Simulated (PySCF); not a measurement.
C4H12Si2, SMILES CC[C@@H]1C[SiH2][SiH2]1. Heavy atoms are numbered as in [CH3:1][CH2:2][C@@H:3]1[CH2:4][SiH2:5][SiH2:6]1. Hydrogens are named by the atom that carries them.

Geometry: B3LYP-D3(BJ)/def2-SVP. The structure was generated by enumeration; whether it is a known compound was not checked. Other conformers were not sampled.

These are PBE/def2-TZVP (PySCF) values and carry that method's errors.

ESP charges are fitted to the potential on shells at 1.4 to 2.0 van der Waals radii. Atomic charges (e), one atom of each kind:

| atom | Mulliken | ESP fit | Löwdin | IAO |
|---|---|---|---|---|
| C1 (CH3) | -0.36 | -0.37 | -0.32 | -0.43 |
| C2 (CH2) | -0.18 | -0.01 | -0.30 | -0.25 |
| C3 (CH) | -0.10 | 0.13 | -0.37 | -0.34 |
| C4 (CH2) | -0.31 | -0.34 | -0.37 | -0.53 |
| Si5 (SiH2) | 0.09 | 0.15 | 0.18 | 0.41 |
| Si6 (SiH2) | 0.08 | -0.05 | 0.21 | 0.40 |
| H on C1 | 0.12 | 0.08 | 0.12 | 0.14 |
| H on C2 | 0.10 | 0.04 | 0.14 | 0.13 |
| H on C3 | 0.08 | 0.05 | 0.16 | 0.14 |
| H on C4 | 0.12 | 0.11 | 0.13 | 0.15 |
| H on Si5 | -0.02 | -0.05 | -0.03 | -0.09 |
| H on Si6 | -0.02 | -0.02 | -0.02 | -0.10 |

Computed Mayer and Wiberg (Löwdin basis) orders of the bonds:
```json
[
 {"bond": "C1–C2", "Mayer": "0.99", "Wiberg": "1.29"},
 {"bond": "C2–C3", "Mayer": "0.99", "Wiberg": "1.21"},
 {"bond": "C3–C4", "Mayer": "0.95", "Wiberg": "1.16"},
 {"bond": "C4–Si5", "Mayer": "0.98", "Wiberg": "1.12"},
 {"bond": "C3–Si6", "Mayer": "0.97", "Wiberg": "1.04"},
 {"bond": "Si5–Si6", "Mayer": "0.98", "Wiberg": "1.07"}
]
```
